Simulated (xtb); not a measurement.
Cd(H)(OH) (CdH2O), SMILES [OH][CdH]. All values are semi-empirical tight-binding results from xtb (GFN2-xTB unless named), good for trends rather than for accurate numbers. The structure is a stationary point at GFN2-xTB.

Optimised geometry:

Bonds (Å): Cd1–H2 1.612, Cd1–O3 1.919, O3–H4 0.958. Angles (°): H2–Cd1–O3 138.9, Cd1–O3–H4 129.4.
Charge 0, spin multiplicity 1.

For metal compounds this method's bond lengths and energies can be far off.

Task: Estimate the properties. (The exact figures need the calculation; the answer reports its results.)

Result: 
```
Quantity                                       Value
-------------------------------------  -------------
point group as xtb finds it                       Cs
orbital gap                                  4.76 eV
zero-point energy                       9.7 kcal/mol
G − E(el) at 298.15 K (modified RRHO)  -6.4 kcal/mol
```

Task: Give the atomic charges and the Wiberg bond orders between heavy atoms. (Estimate from the structure and the level; the computed values follow.)

Result: charges (e) Cd1 0.42, H2 -0.09, O3 -0.61, H4 0.28. Bond orders Cd1–O3 0.91.
